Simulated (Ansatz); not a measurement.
Species: C₂H₁₁N₃Si (charge 0, singlet). 
Coordinates optimised at B3LYP-D3(BJ)/def2-TZVP (Ansatz, an electronic-structure program):
SMILES: C(C)[Si](N)(N)N
```xyz
17

C      2.2926    -0.7957     0.1577
C      0.9914    -0.9487    -0.6396
Si    -0.4140     0.1418    -0.0365
N      0.1434     1.7656    -0.2183
N     -1.8172    -0.4199    -0.8694
N     -0.8624     0.0659     1.6205
H      3.0789    -1.4556    -0.2162
H      2.1348    -1.0365     1.2114
H      2.6667     0.2286     0.1145
H      1.1777    -0.7357    -1.6993
H      0.6500    -1.9878    -0.6024
H     -0.4166     2.5368     0.1105
H      0.6901     2.0328    -1.0215
H     -1.7436    -0.7763    -1.8090
H     -2.7125     0.0188    -0.7188
H     -1.3921    -0.7139     1.9733
H     -0.2881     0.4888     2.3308
```
Charge 0, spin multiplicity 1.

Wanted: atomisation energy (electronic, to ground-state atoms), in kcal/mol. Correlated levels leave the core frozen unless marked. Open shells are spin-unrestricted. No spin-orbit coupling. Non-relativistic. The coupled-cluster limit lacks core correlation, which all-electron functionals hold. CBS marks a two-point X^-3 extrapolation of the correlation energy; Hartree-Fock from the larger set.

```tsv
level	program	atomisation energy (kcal/mol)	minus last row
HF/cc-pV(T+d)Z	Ansatz	1076.0	-438.6
SVWN5/def2-TZVPD	Ansatz	1718.1	203.5
B3LYP-D3(BJ)/def2-TZVPD	Ansatz + dftd3	1519.2	4.6
PBE0-D3(BJ)/def2-TZVPD	Ansatz + dftd3	1511.7	-2.9
wB97X/def2-TZVPD	Ansatz	1509.9	-4.7
CCSD(T)/aug-cc-pV(D+d)Z	Ansatz	1399.8	-114.8
CCSD(T)/CBS(cc-pV(T+d)Z,cc-pV(Q+d)Z)	Ansatz	1514.6	0.0
```
